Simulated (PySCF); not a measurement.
Bi(III) with different ligands

Computed with PySCF 2.14.0, PBE0, def2-SVP on the ligands, density fitting, scalar-relativistic core potentials, no spin-orbit coupling, vacuum. The metal has def2-SVP with ECP60. Each complex is relaxed within the symmetry of a template of the same shape. Distances are means of the shortest metal–ligand contacts, charges and spins Mulliken's; removal energies are rigid, with the ligand's formal charge and no counterpoise, so too large; for an anion taken off a cation in vacuum most of it is the attraction of opposite charges, and multiply charged cations can part far more cheaply with an electron moved from ligand to metal. Ligands: NC cyanide bound by N.

| complex | point group | M–first ligand (Å) | charge on M (e) | dipole (D) | HOMO–LUMO gap (eV) | removal of one first-named ligand (eV) | strongest infrared band, degenerate modes summed (cm⁻¹) | unstable modes (below −25 cm⁻¹) |
| --- | --- | --- | --- | --- | --- | --- | --- | --- |
| Bi(SH)3 | C3 | 2.558 | 0.62 | 1.37 | 5.32 | 8.93 | 306 | 0 |
| Bi(OH)3 | C3 | 2.087 | 1.09 | 0.88 | 7.13 | 11.30 | 565 | 0 |
| Bi(NC)3 | C3v | 2.147 | 1.33 | 6.78 | 6.09 | 8.75 | 2160 | 0 |
| Bi(CN)3 | C3v | 2.222 | 1.06 | 6.40 | 7.15 | 9.39 | 396 | 0 |
| Bi(BH4)3 | C3 | 2.064 | 0.67 | 1.62 | 6.27 | 7.94 | 1994 | 0 |
| Bi(CH3)3 | C3v | 2.276 | 0.48 | 0.20 | 7.01 | 10.79 | 791 | 0 |

(1) A further member has point group D3h, M–first ligand (Å) 2.258, charge on M (e) 1.24, dipole (D) 0.00, HOMO–LUMO gap (eV) 1.17, removal of one first-named ligand (eV) 8.34, unstable modes (below −25 cm⁻¹) 6. Which complex is it?

Members with unstable modes aren't minima as they stand: saddle points kept by symmetry or, where the modes are soft, flat surfaces and noise. Moved off a saddle point of the template and relaxed again: Bi(SH)3, Bi(OH)3, Bi(NC)3, Bi(CN)3, Bi(BH4)3, Bi(CH3)3. One start shape was tried for each, so a minimum needn't be the lowest isomer. Small gap, closed shell not tested for a spin-broken solution: Bi(NH2)3.

## Answers

(1) Bi(NH2)3. This is one of several that fit.
